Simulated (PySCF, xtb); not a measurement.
H8N2Si2, SMILES N[SiH2][SiH2]N.

GFN2-xTB run with xtb at its own geometry gives an orbital gap of 4.29 eV and a dipole moment of 2.32 D.

The structure is a stationary point at PBE0-D3(BJ)/def2-SVP. Other conformers were not sampled.

Question: What does PBE0/def2-TZVP run with PySCF give? (An estimate is asked for; the answer gives what the named calculation found.)

Answer: gap 6.93 eV (levels -7.12 and -0.19 eV), dipole 2.02 D.
